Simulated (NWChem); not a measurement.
CH3BeF; SMILES [CH3][Be][F]

```xyz
6

Be    -0.0004     0.1531     0.0000
F     -0.0008     1.5304     0.0000
C      0.0001    -1.5257     0.0000
H      0.3832    -1.9276    -0.9427
H     -1.0078    -1.9280     0.1397
H      0.6251    -1.9275     0.8031
```
Atoms are numbered in this order, from 1.

All runs use the structure optimised with PBE0-D3(BJ)/def2-TZVP.

 Unshifted, non-relativistic core excitations; the lowest 4 roots alone, so stronger bands may lie above.

Q: List the first C K-edge excitations from PBE0/def2-TZVP, restricted-window TDA (NWChem).

A: 
```json
[
 {"state": "S1", "energy (eV)": "275.9", "dipole oscillator strength": "0.0022", "leading excitation (squared amplitude)": "1s of atom 3 or its equivalents → LUMO (0.98)"},
 {"state": "S2", "energy (eV)": "276.5", "dipole oscillator strength": "0.0002", "leading excitation (squared amplitude)": "1s of atom 3 or its equivalents → LUMO+1 (0.98)"},
 {"state": "S3", "energy (eV)": "276.5", "dipole oscillator strength": "0.0002", "leading excitation (squared amplitude)": "1s of atom 3 or its equivalents → LUMO+2 (0.98)"},
 {"state": "S4", "energy (eV)": "278.1", "dipole oscillator strength": "0.0146", "leading excitation (squared amplitude)": "1s of atom 3 or its equivalents → LUMO+3 (0.91)"}
]
```
